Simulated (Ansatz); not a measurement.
Co, charge +2, quartet (a state made from the parent by changing its charge; the spin is typed, not shown lowest); SVWN5/pcseg-1 in Ansatz (an electronic-structure program).

The Ansatz input:
Ansatz 0.2 input:
```yaml
crystal:
  periodic: [false, false, false]
  atoms:
    - {symbol: Co, position_ang: [0.00000000, 0.00000000, 0.00000000]}
basis:
  gaussian:
    orbitals: pcseg-1.json
hamiltonian:
  xc: {name: SVWN5}
total_charge: 2
magnetization: {spin_polarized: false, initial_magnetization: 3}
```
The basis file holds pcseg-1 in the JSON format of the Basis Set Exchange.

What the program printed (banner, timings and long lists left out):

```
Functional definition: SVWN5
241 factors; integrals over basis functions are off by at most 2.7e-4 eV
mean field evaluation 1: about -37513.1458 eV, gradient 6.1e1 eV
mean field evaluation 2: about -37513.1453 eV, gradient 6.1e1 eV
mean field evaluation 4: about -37523.7063 eV, gradient 2.2e1 eV
mean field evaluation 8: about -37524.4236 eV, gradient 1.2e1 eV
mean field evaluation 16: about -37525.4442 eV, gradient 1.2e0 eV
mean field evaluation 32: about -37525.4614 eV, gradient 2.1e-3 eV
mean field evaluation 64: about -37525.2778 eV, gradient 8.3e-1 eV
mean field evaluation 96: about -37525.4614 eV, gradient 6.9e-6 eV
mean field evaluation 128: about -37525.2188 eV, gradient 8.4e-2 eV
mean field evaluation 160: about -37463.8543 eV, gradient 2.0e1 eV
mean field -37525.46135938 eV, -1379.0352692859 hartree, gradient 4.9e-6 eV, S^2 3.750000; 14 other end points of the search recorded, 0 dependent functions left out
reference -37525.46136756 eV, -1379.0352695865 hartree; 14, 11 occupied and 17, 20 virtual orbitals, 241 factors
Total energy: -37525.46136756 eV, -1379.0352695865 hartree
```
